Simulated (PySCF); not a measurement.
SMILES FC(F)(F)[SiH2][SiH3] (GFN2-xTB optimised geometry):

```
11

F      0.828    -1.737     1.079
C      1.202    -1.011     0.000
F      2.548    -1.011     0.000
F      0.827    -1.738    -1.077
Si     0.410     0.769     0.000
Si    -1.885     0.440     0.034
H      1.030     1.357    -1.191
H      1.060     1.371     1.167
H     -2.548     1.738    -0.124
H     -2.327    -0.435    -1.054
H     -2.329    -0.143     1.302
```

Method: CAM-B3LYP/def2-TZVP in PySCF.

Task: What are the frontier orbital energies and the dipole moment?

Result: HOMO-2 -11.55 eV, HOMO-1 -11.06 eV, HOMO -10.41 eV, LUMO 0.30 eV, LUMO+1 0.73 eV; dipole moment 2.82 D.

Meta-Löwdin charges at CAM-B3LYP/def2-TZVP: F1 -0.29, C2 0.58, F3 -0.28, F4 -0.29, Si5 0.37, Si6 0.27, H7 -0.07, H8 -0.07, H9 -0.08, H10 -0.07, H11 -0.07.
